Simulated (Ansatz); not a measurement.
Ansatz (a first-principles code) input (wB97X/def2-TZVPD):

Ansatz 0.2 input:
```yaml
crystal:
  periodic: [false, false, false]
  atoms:
    - {symbol: W, position_ang: [-0.00000000, -0.00000000, -0.20658329]}
    - {symbol: F, position_ang: [0.00000000, 0.00000000, 1.69857375]}
basis:
  gaussian:
    orbitals: def2-TZVPD
hamiltonian:
  xc: {name: wB97X}
magnetization: {spin_polarized: true, initial_magnetization: 5}
```

End of the output:

```
integrals: 0.03 GiB planned
583 factors; their error is unknown
integrals: 0.06 GiB planned
133 factors; integrals over basis functions are off by at most 7.2e-5 eV
mean field: 0.36 GiB planned
mean field evaluation 1: about -4538.5253 eV, gradient 2.0e1 eV
mean field evaluation 2: about -4538.3070 eV, gradient 2.7e1 eV
mean field evaluation 4: about -4540.3226 eV, gradient 1.4e0 eV
mean field evaluation 8: about -4540.3914 eV, gradient 3.3e-1 eV
mean field evaluation 16: about -4540.3921 eV, gradient 2.1e-4 eV
mean field -4540.39214563 eV, -166.8563337635 hartree, gradient 3.1e-5 eV, S^2 8.753765; 1 other end points of the search recorded, 0 dependent functions left out
reference -4540.39213171 eV, -166.8563332518 hartree; 14, 9 occupied and 69, 74 virtual orbitals, 583 factors
Total energy: -4540.39213171 eV, -166.8563332518 hartree
```

The spin state was set by rule; other spins were not relaxed.
